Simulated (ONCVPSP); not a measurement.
## What one change does to a pseudopotential (titanium, ONCV)

Ti, optimised norm-conserving Vanderbilt (ONCV), made with ONCVPSP 4.0.1 (revPBE, fully relativistic). Core [Ne], reference 3s2 3p6 3d2.5 4s1.5. Waves: 3s+4s: rc 1.45 bohr, ncon 4, nbas 7, qcut 6.5 1/bohr, 2 projectors; 3p: rc 1.65 bohr, ncon 4, nbas 9, qcut 7.6 1/bohr, 2 projectors, debl 1.7 Ha; 3d: rc 2.45 bohr, ncon 4, nbas 9, qcut 7 1/bohr, 2 projectors, debl 2 Ha. Local part: polynomial inside 1.10 bohr (lpopt 5, dvloc0 0 Ha). Core correction: polynomial model core, fcfact 0.3.

Open shells are filled in proportion to 2j + 1.

Change: all radii but the core radius scaled by about 1.11 (s 1.60, p 1.82, d 2.72 bohr); local potential polynomial inside 1.22 bohr (lpopt 5, dvloc0 0 Ha).

Cutoffs: the cutoffs (Ha) at which the residual kinetic energy of the hardest occupied pseudo-wave falls to 1 and 0.1 mHa per electron; they do not see the model core or the augmentation charge, which bear on the density cutoff. Errors are all-electron minus pseudo energies relative to the spin-unpolarised reference configuration.

Question: What does the change do?

Answer: The potential gets softer (20 Ha and 48 Ha → 19 Ha and 22 Ha); of the 4 tests that both files solve, the error grows in 4 and shrinks in 0 by more than 15 % and 0.3 meV (median size 16.4 → 22.3 meV); neither file shows a bound ghost. A larger radius leaves more room for a smooth pseudo-wave, so fewer plane waves are needed. More of the atom is replaced by a form fitted at one configuration, so other configurations suffer.

| quantity | base | changed |
| --- | --- | --- |
| cutoff, loose | 20 Ha | 19 Ha |
| cutoff, tight | 48 Ha | 22 Ha |
| loose cutoff by channel | s 19 Ha, p 20 Ha, d 17 Ha | s 16 Ha, p 19 Ha, d 16 Ha |
| bound ghosts | none | none |
| GHOST(+) flags under 300 eV | none | none |
| error for 3s2 3p6 3d2 4s2, meV [ΔE -0.36 eV] | +22 | +29 |
| error for 3s2 3p6 3d2 4s1, meV [ΔE 6.92 eV] | +11 | +15 |
| error for 3s2 3p6 3d2 4s0, meV [ΔE 20.35 eV] | -2.7 | -6.4 |
| error for 3s2 3p6 3d1 4s2, meV [ΔE 9.33 eV] | +340 | +444 |
| rms error of d²Exc/dni dnj with the model core, mHa | 5.01 | 4.92 |
